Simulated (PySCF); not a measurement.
One of the candidates below gave these computed data.

All candidates are C5H4F4O2.

| technique | computed result |
| --- | --- |
| Rotational structure | rotational constants A, B, C: 1.757, 0.939, 0.849 GHz [PBE0-D3(BJ)/def2-SVP] |
| NMR, other nuclei | isotropic shieldings of nuclei other than C and H, by class: -359 (1 O), 318 (1 O), 268 (3 F), 376 (1 F) ppm [GIAO PBE0/pcSseg-1] |
| Dipole | 3.78 D [wB97X-D/def2-SVPD] |
| UV, strongest line | among the 10 lowest singlet transitions: S3 at 6.98 eV (178 nm, f = 0.041) [TDDFT wB97X-D/def2-SVPD] |
| UV, first state | lowest singlet excitation: 4.09 eV (303 nm, f = 0.000) [TDDFT wB97X-D/def2-SVPD] |
| Triplet | lowest triplet excitation (Tamm–Dancoff): 3.53 eV [TDA wB97X-D/def2-SVPD] |
| 13C NMR | chemical shifts (computed TMS as zero) by class: 199.6 (1 C), 120.1 (1 C), 89.9 (1 C), 88.3 (1 C), 79.6 (1 C) ppm [GIAO PBE0/pcSseg-1] |

Electronic properties: PySCF, gas phase, density fitting. Levels stand in brackets. Isolated species at its PBE0-D3(BJ)/def2-SVP geometry (one conformer only). Each NMR value is the plain mean over a class of atoms that symmetry, rotation or inversion makes alike.

Task: Which candidate is it?
A. `O=C([C@@H]1OC[C@@H]1F)C(F)(F)F`
B. `O=C([C@@H]1OC[C@H]1F)C(F)(F)F`
C. `C=C(OC(F)F)C(=O)C(F)F`

Result: A. It is `O=C([C@@H]1OC[C@@H]1F)C(F)(F)F`. Numbering: `[O:1]=[C:2]([C@@H:3]1[O:4][CH2:5][C@@H:6]1[F:7])[C:8]([F:9])([F:10])[F:11]`. Its formula, C5H4F4O2, gives 2 degrees of unsaturation: 1 ring and 1 π bond in the structure found. 5 carbons fall into 5 classes; from least to most shielded: ketone carbonyl carbon [C2] (199.6 ppm), CF3 carbon [C8] (120.1 ppm), ring sp3 carbon bound to oxygen [C3] (89.9 ppm), sp3 C–F carbon [C6] (88.3 ppm), ring sp3 carbon bound to oxygen [C5] (79.6 ppm). The other shieldings belong to: -359 ppm, ketone oxygen [O1]; 318 ppm, cyclic ether oxygen [O4]; 268 ppm, fluorine of a CF3 group [F9/F10/F11]; 376 ppm, alkyl fluorine [F7]. The optimised geometry has point group C1 and is an asymmetric top.

The others, at the same levels:
- `O=C([C@@H]1OC[C@H]1F)C(F)(F)F` fails: its computed strongest line among the 10 lowest singlet transitions is S4 at 7.38 eV (168 nm, f = 0.079) (against S3 at 6.98 eV), rotational constant A is 1.972 GHz (against 1.757 GHz) and smallest rotational constant is 0.701 GHz (against 0.849 GHz).
- `C=C(OC(F)F)C(=O)C(F)F` fails: its computed 13C shifts are 188.6 (1 C), 156.3 (1 C), 119.8 (1 C), 111.6 (1 C), 110.7 (1 C) ppm, lowest singlet excitation is 3.82 eV (324 nm, f = 0.000) (against 4.09 eV) and lowest triplet excitation (Tamm–Dancoff) is 3.31 eV (against 3.53 eV).

Each candidate is one conformer, not necessarily the lowest. Dipoles, sizes and rotational constants follow the conformer. The torsions of the flexible species, by atom-mapped SMILES:
- `[O:1]=[C:2]([C@@H:3]1[O:4][CH2:5][C@@H:6]1[F:7])[C:8]([F:9])([F:10])[F:11]`: O1–C2–C3–O4 -167°, O1–C2–C8–F9 -129°
- `[O:1]=[C:2]([C@@H:3]1[O:4][CH2:5][C@H:6]1[F:7])[C:8]([F:9])([F:10])[F:11]`: O1–C2–C3–O4 -159°, O1–C2–C8–F9 -129°
- `[CH2:1]=[C:2]([O:3][CH:4]([F:5])[F:6])[C:7](=[O:8])[CH:9]([F:10])[F:11]`: C1–C2–O3–C4 -27°, C2–O3–C4–F5 -165°, C1–C2–C7–O8 -10°, C2–C7–C9–F10 177°
